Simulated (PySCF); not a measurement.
Carbon: a sound run and one with changed settings

Sound run: C⁺ [He] 2s2 2p1, C²⁺ [He] 2s2. Calculation: PySCF 2.14, in x2c-TZVPall (5s3p2d1f, 31 functions); the spin-free X2C one-electron Hamiltonian (Gaussian nucleus). In the sound run the correlated levels freeze 1s2. The sound run starts from symmetry-adapted Hartree-Fock orbitals and uses a fine grid where one is needed.

Changed run: basis STO-3G, all-electron and non-relativistic. This setting is unsound on purpose.

```json
{"species": "C⁺", "method": "UHF", "sound run (hartree)": "-37.31066", "changed run (hartree)": "-36.87037", "converged": "yes"}
{"species": "C⁺", "method": "B3LYP", "sound run (hartree)": "-37.45110", "changed run (hartree)": "-36.99902", "converged": "yes"}
{"species": "C⁺", "method": "PBE", "sound run (hartree)": "-37.38780", "changed run (hartree)": "-36.93592", "converged": "yes"}
{"species": "C⁺", "method": "MP2", "sound run (hartree)": "-37.36059", "changed run (hartree)": "-36.89090", "converged": "yes"}
{"species": "C⁺", "method": "CCSD(T)", "sound run (hartree)": "-37.38567", "changed run (hartree)": "-36.91145", "converged": "yes"}
{"species": "C²⁺", "method": "UHF", "sound run (hartree)": "-36.42257", "changed run (hartree)": "-35.97831", "converged": "yes"}
{"species": "C²⁺", "method": "B3LYP", "sound run (hartree)": "-36.53117", "changed run (hartree)": "-36.07337", "converged": "yes"}
{"species": "C²⁺", "method": "PBE", "sound run (hartree)": "-36.47461", "changed run (hartree)": "-36.01618", "converged": "yes"}
{"species": "C²⁺", "method": "MP2", "sound run (hartree)": "-36.46506", "changed run (hartree)": "-36.01050", "converged": "yes"}
{"species": "C²⁺", "method": "CCSD(T)", "sound run (hartree)": "-36.49519", "changed run (hartree)": "-36.04086", "converged": "yes"}
```

Ionisation energy of C⁺:

| method | sound run (eV) | changed run (eV) |
| --- | --- | --- |
| UHF | 24.166 | 24.274 |
| B3LYP | 25.032 | 25.188 |
| PBE | 24.849 | 25.027 |
| MP2 | 24.369 | 23.957 |
| SCS-MP2 | 24.331 | 23.893 |
| CCSD | 24.200 | 23.690 |
| CCSD(T) | 24.231 | 23.690 |

A minimal basis cannot let orbitals breathe on ionisation and holds almost no correlation. The Hamiltonian changed with the basis, so the totals do not compare.

For comparison, NIST gives 24.383 eV between the lowest levels.
